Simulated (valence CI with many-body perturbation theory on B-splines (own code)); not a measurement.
**Assign the levels of Cl¹¹⁺**

Calculated by valence CI with perturbative core correlation (CI+MBPT): four valence electrons over a frozen Dirac-Fock core [He], a basis of 11 s, 11 p, 10 d, 8 f, 5 g, 2 h functions for each j, with the one-electron correlation potential Σ1, the two-electron term Σ2, the three-electron term Σ3, Breit, model QED; selected CI, second order for the rest, scaled by the run's own slope (own B-spline code, finite nucleus).

No measured spectrum was set against this ion. As an estimate, levels of excited configurations hold to 0.05 to 0.15 % of their energy, terms of the ground configuration to about 0.5 %. Among the levels kept, up to 850 cm⁻¹ of a level comes from second order outside the variational space, and about a tenth of that is noise between levels of different J, which matters for small intervals.

```
No.  J  Parity   E (eV)      g
  2  1    even    0.895  1.500
  3  2    even    2.059  1.490
  4  2    even    9.386  1.008
  6  2     odd   25.523  2.000
  7  2     odd   48.139  1.172
  8  1     odd   48.189  0.510
  9  3     odd   48.221  1.333
 11  1     odd   56.506  1.489
 12  2     odd   56.598  1.492
 13  2     odd   71.609  1.001
 14  1     odd   72.105  1.979
 15  1     odd   79.991  1.018
 16  2    even  109.452  1.493
 17  1    even  110.925  1.500
```

Energies count from the lowest level. Strongly mixed levels and levels close to another of their J and parity, and those with J = 0 are left out, so the numbers can have gaps.

Task: Give configuration and LS term of each level.

Result: 2: 2s2 2p2 3P; 3: 2s2 2p2 3P; 4: 2s2 2p2 1D; 6: 2s 2p3 5S°; 7: 2s 2p3 3D°; 8: 2s 2p3 3D°; 9: 2s 2p3 3D°; 11: 2s 2p3 3P°; 12: 2s 2p3 3P°; 13: 2s 2p3 1D°; 14: 2s 2p3 3S°; 15: 2s 2p3 1P°; 16: 2p4 3P; 17: 2p4 3P.
